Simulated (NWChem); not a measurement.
# Si2H3ClF2; SMILES Cl[Si@@H](F)[SiH2]F

```xyz
8

F      0.6998     2.0725     0.9845
Si     0.0737     1.6802    -0.4654
Si    -0.5693    -0.5749    -0.4042
F     -1.7562    -0.7707     0.6845
Cl     1.0470    -1.7044     0.1861
H      1.1207     1.8715    -1.5095
H     -1.0907     2.5697    -0.7402
H     -1.0624    -1.1023    -1.7050
```
Atoms are numbered in this order, from 1.

All runs use the structure optimised with PBE0/def2-SVP.

Q: Give the principal values of the shielding tensors (ppm) of F1, Si2, Si3, F4, Cl5 from B3LYP/6-31G* (spherical d), GIAO (NWChem), with their diamagnetic and paramagnetic parts as GIAO splits them.

A: 
| atom | σ11 | σ22 | σ33 | isotropic | diamagnetic | paramagnetic |
|---|---|---|---|---|---|---|
| F1 | 404.8 | 429.5 | 464.5 | 433.0 | 470.8 | -37.8 |
| Si2 | 340.6 | 360.1 | 481.2 | 394.0 | 879.3 | -485.3 |
| Si3 | 330.2 | 374.5 | 408.7 | 371.1 | 879.4 | -508.3 |
| F4 | 275.0 | 344.5 | 427.0 | 348.8 | 472.2 | -123.4 |
| Cl5 | 690.4 | 967.2 | 1045.0 | 900.9 | 1147.9 | -247.0 |
